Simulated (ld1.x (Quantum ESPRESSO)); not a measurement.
Reading a pseudo-wave (gallium (Ga))

Columns: radius, all-electron u(r) and pseudo u(r) of the 4s shell (level -26.07 eV) of gallium in the configuration [Ar] 3d10 4s1 4p0; PBE, scalar-relativistic, TM scheme, ld1.x (Quantum ESPRESSO) 7.5.

```csv
r (bohr),all-electron,pseudo
0.110,-0.1789,-0.0424
0.220,-0.1081,-0.0833
0.330,0.1883,-0.1215
0.440,0.3491,-0.1566
0.550,0.3390,-0.1893
0.660,0.2198,-0.2226
0.770,0.0519,-0.2612
0.880,-0.1252,-0.3109
0.990,-0.2898,-0.3768
1.100,-0.4316,-0.4597
1.210,-0.5471,-0.5516
1.320,-0.6364,-0.6365
1.430,-0.7012,-0.7012
1.540,-0.7444,-0.7444
1.650,-0.7690,-0.7690
1.760,-0.7779,-0.7779
1.870,-0.7740,-0.7740
1.980,-0.7597,-0.7597
2.090,-0.7374,-0.7374
2.200,-0.7090,-0.7090
2.310,-0.6762,-0.6762
2.420,-0.6404,-0.6404
2.530,-0.6028,-0.6028
2.640,-0.5644,-0.5644
2.750,-0.5260,-0.5260
2.860,-0.4881,-0.4881
```

How many radial nodes do the two functions have?

The all-electron 4s function has n − l − 1 = 3 (the table is too coarse to show those close to the nucleus); the pseudo-wave has 0, since the states of the same l below it are removed with the core.

At about which radius was the pseudo-wave matched?

1.40 bohr, where the columns begin to agree (steps of 0.11 bohr).

Is the pseudo-wave norm-conserving?

Yes: the TM scheme keeps the norm inside the radius equal to the all-electron one, which fixes the energy derivative of the logarithmic derivative at the level.
